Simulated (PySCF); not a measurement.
Structure with atom numbers: `[H]/[N:1]=[CH:2]\[GeH2:3][AsH2:4]`; H(Xn) means a hydrogen on atom n.

Geometry: PBE0-D3(BJ)/def2-SVP; GIAO shifts from PySCF, gas phase, non-relativistic, averaged over equivalent atoms.

At PBE0/aug-cc-pVDZ (172 basis functions, 23 s wall time on 1 thread of an Arm Neoverse V1, shared host):
```json
{"atoms": "N1", "δ (ppm)": "391.0"}
{"atoms": "C2", "δ (ppm)": "187.2"}
{"atoms": "Ge3", "δ (ppm)": "-164.3"}
{"atoms": "As4", "δ (ppm)": "-14.2"}
{"atoms": "H(N1)", "δ (ppm)": "11.62"}
{"atoms": "H(C2)", "δ (ppm)": "9.47"}
{"atoms": "H(Ge3)", "δ (ppm)": "4.57"}
{"atoms": "H(As4)", "δ (ppm)": "2.13"}
```

Shifts are taken against calculated references (same method and geometry level): $^{15}$N (σ = 269.84 ppm) vs NH3; TMS for $^{13}$C (σ = 195.12 ppm) and $^{1}$H (σ = 31.39 ppm); GeMe4 for $^{73}$Ge (σ = 1514.03 ppm); $^{75}$As (σ = 2012.43 ppm) against AsH3.

Question: What do these become at PBE/pcSseg-2?

Answer: 
```tsv
atoms	δ at PBE/pcSseg-2	change
N1	420.7	+29.7
C2	200.0	+12.8
Ge3	-181.1	-16.8
As4	10.9	+25.1
H(N1)	11.66	+0.04
H(C2)	9.39	-0.08
H(Ge3)	4.41	-0.16
H(As4)	2.10	-0.03
```

Shifts are taken against calculated references (same method and geometry level): NH3 for $^{15}$N (σ = 261.04 ppm); $^{13}$C (σ = 179.39 ppm), $^{1}$H (σ = 31.18 ppm) against TMS; $^{73}$Ge (σ = 1269.89 ppm) vs GeMe4; $^{75}$As (σ = 1881.22 ppm) against AsH3.

The largest change is at N1 (imine nitrogen). Cost: 282 basis functions, 44 s wall time on 1 thread of an Arm Neoverse V2, shared host.

Relativistic effects, spin–orbit coupling among them, are left out; they matter for As, Ge and for the light atoms bonded to it. Experimental scales use liquid or dissolved standards, which lie at an offset from isolated NH3 (liquid NH3: subtract about 20 ppm). Unscaled 15N shifts of sp2 nitrogen come out 20 to 40 ppm too high even then.
